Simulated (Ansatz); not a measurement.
A nudged elastic band was laid between two geometries of AlClFH + Cl (5 atoms, charge 0, multiplicity 2).

These are results of Ansatz 0.2.0, UHF/def2-SVP, not measurements.

```
movable images  : 9
climbing image  : yes
spring          : 5.0 eV/Å²
optimiser       : quadratic models (default)
start path      : through a guess of the saddle point
force threshold : 0.03 eV/Å
iteration limit : 60
end points      : relaxed
```

Initial state:

```xyz
5
Properties=species:S:1:pos:R:3
Al -0.026 0.000 -0.156
F -0.074 0.000 1.491
H 1.343 0.000 -0.889
Cl -1.856 0.000 -1.158
Cl 0.034 0.000 4.497
```

Final state:

```xyz
5
Properties=species:S:1:pos:R:3
Al -0.085 0.000 -0.882
F 0.362 0.000 3.413
H 1.223 0.000 -1.783
Cl -1.943 0.000 -1.913
Cl -0.138 0.000 4.950
```

Problem. What changes between the two ends?

Solution. Bonds broken: Al1–F2. Bonds formed: F2–Cl5. AlClFH + Cl becomes AlClH + ClF.

Problem. What energy profile does the band end with?

Solution. The forces met the threshold. The highest image is number 6 of 0 to 10, 5.28 eV above the first end and 0.22 eV above the last; the last end lies 5.06 eV above the first. A structure lower than the last end lies on the path between it and the top, so the climb from that side starts below the end, which may itself be a saddle point or a shallow side well. Neighbouring images differ by up to 2.3 eV, so the band resolves the path poorly. A vibrational analysis at the climbing image gives 2 clearly imaginary modes (701i, 109i cm⁻¹): a point of higher order. A lower path may pass nearby, or the ends, which weren't checked, may share the extra mode.

```csv
image,path coordinate (Å),energy (eV),Al1–F2 (Å),F2–Cl5 (Å)
0,0.00,0.00,1.65,3.01
1,0.32,0.00,1.65,3.02
2,0.65,0.00,1.65,3.02
3,0.97,0.10,1.66,2.71
4,1.30,0.85,1.80,2.41
5,1.62,3.11,2.18,2.09
6,1.95,5.28,2.57,1.71
7,2.80,5.07,3.31,1.62
8,3.65,5.05,3.97,1.62
9,4.50,5.06,4.15,1.62
10,5.35,5.06,4.32,1.62
```

Problem. What is the geometry of the highest image?

Solution. 
```xyz
5
Properties=species:S:1:pos:R:3
Al -0.347 0.000 -0.190
F -0.109 0.000 2.366
H 1.190 0.000 -0.576
Cl -1.721 0.000 -1.814
Cl 0.406 0.000 3.997
```

The run took 9.9 min on 1 thread of Arm Neoverse V1, with other jobs on the host, peak memory 0.2 GiB.
